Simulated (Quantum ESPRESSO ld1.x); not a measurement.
The beryllium ion Be+, configuration [He] 2s1. Calculated with ld1.x of Quantum ESPRESSO 7.5: scalar-relativistic Kohn-Sham, PBE, spin-unpolarised, spherical densities, point nucleus; without spin polarisation the odd electron is poorly described.

X-ray form factor f0, the Fourier transform of the density (f0(0) = 3):

sin(theta)/lambda (1/angstrom),f0 (electrons)
0.05,2.884
0.1,2.602
0.15,2.286
0.2,2.025
0.25,1.840
0.3,1.710
0.4,1.523
0.5,1.353
0.6,1.181
0.8,0.862
1,0.613
1.25,0.397
1.5,0.261
2,0.120
